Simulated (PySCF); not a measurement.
**Two-component Hartree-Fock for Se²⁵⁺ (selenium, charge +25)**

Start: [He] 2s2 2p5; 2p1/2 filled at m_j = +1/2; 2p3/2 filled at m_j = -3/2, -1/2, +1/2, +3/2. Calculated with PySCF 2.14 in an uncontracted even-tempered set (18 s from 7.8 bohr⁻², ratio 2.4; 12 p from 10 bohr⁻², ratio 2.4; 5 d from 41 bohr⁻², ratio 2.6; 4 f from 62 bohr⁻², ratio 2.6): generalised Hartree-Fock with the X2C-1e Hamiltonian and a Gaussian nucleus; one run each with spin-orbit coupling (SO) screened by Boettger's factors, then bare. This is a chosen level, not necessarily the ground level.

```tsv
spinor shell	electrons	ε, screened SO (eV)	ε, bare SO (eV)	weight of nominal j (bare SO)	rms radius, bare SO (bohr)
1s1/2	2	-14047.6	-14047.7	1.000	0.0507
2s1/2	2	-2874.0	-2874.0	1.000	0.205
2p1/2	1	-2731.3	-2733.4	1.000	0.179
2p3/2	4	-2678.4	-2677.5	1.000	0.183
```

```json
{"quantity": "E (hartree)", "screened SO": "-1961.33883", "bare SO": "-1961.28200"}
{"quantity": "M_J", "screened SO": "1/2", "bare SO": "1/2"}
{"quantity": "⟨J²⟩", "screened SO": "0.750", "bare SO": "0.750"}
{"quantity": "⟨L²⟩", "screened SO": "2.001", "bare SO": "2.001"}
{"quantity": "⟨S²⟩", "screened SO": "0.751", "bare SO": "0.751"}
```

Each row is a mean over spinors that exchange with the open shell spreads, by up to 8.950 eV (2p3/2).
